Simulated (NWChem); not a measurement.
## Total energies of Br

```xyz
1

Br     0.0000     0.0000     0.0000
```
Charge 0, spin multiplicity 2.

All runs are NWChem calculations.

Basis set: def2-TZVP (48 functions).

```
method   total energy (Ha)  relative cost
-------  -----------------  -------------
UHF            -2572.39810              1
UMP2           -2572.64331        under 3
UB2PLYP        -2573.72884        under 3
UPBE           -2573.72072        under 3
UB3LYP         -2574.14096        under 3
UBP86          -2574.38181        under 3
```

Total energies of different functionals aren't comparable as a measure of quality: only differences taken within one method are. Costs are rough ratios of processor time within this set of runs, SCF included, with UHF as 1.

The Hamiltonian is non-relativistic. The correlated methods keep 9 core orbitals frozen. B3LYP has NWChem's definition, with VWN1-RPA local correlation. The stability of the SCF solutions was not checked. Open-shell Hartree-Fock references start from PBE0 orbitals; any time given for them includes that run.
